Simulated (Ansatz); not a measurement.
Start from `[SiH3][O][Zn][Cl]` and change one atom or group to get `C[O][Zn][Cl]`.

Ansatz, PBE0-D4/def2-TZVP geometries, multiplicity 1. Each molecule was computed in one conformer, which needn't be the lowest.

Scalar relativity is left out up to krypton.

```csv
property,`[SiH3][O][Zn][Cl]`
LUMO energy (PBE/def2-TZVPP) / eV,-2.50
"ideal-gas entropy at 298 K and 1 bar (rigid rotor, harmonic PBE0-D4/def2-TZVP) / J/(mol·K)",363
HOMO energy (B3LYP/def2-TZVPP) / eV,-8.31
size of the dipole moment (ωB97M-V/def2-TZVPP) / D,0.10
LUMO energy (ωB97M-V/def2-TZVPP) / eV,0.16
HOMO–LUMO gap (PBE0/def2-TZVPP) / eV,6.95
```

Question: Give the same properties after the change, and the shifts. (Estimate.)

Answer: The calculation gave: 
```
                                                                                  property  `C[O][Zn][Cl]`  shift
                                                         LUMO energy (PBE/def2-TZVPP) / eV           -2.21   0.29
ideal-gas entropy at 298 K and 1 bar (rigid rotor, harmonic PBE0-D4/def2-TZVP) / J/(mol·K)             335    -28
                                                       HOMO energy (B3LYP/def2-TZVPP) / eV           -7.51   0.80
                                        size of the dipole moment (ωB97M-V/def2-TZVPP) / D            1.47   1.37
                                                     LUMO energy (ωB97M-V/def2-TZVPP) / eV            0.41   0.25
                                                      HOMO–LUMO gap (PBE0/def2-TZVPP) / eV            6.44  -0.51
```

With PBE0 the HOMO rises by 0.79 eV and the LUMO rises by 0.28 eV, so the gap narrows by about 0.51 eV. PBE moves the HOMO by 0.87 eV and ωB97M-V by 0.70 eV. Dipoles are sizes alone; their direction can turn. Modes under 60 cm⁻¹, often nearly free rotors, make the harmonic entropy too high.

B3LYP here is the variant with VWN-RPA as its local correlation; programs differ in this.
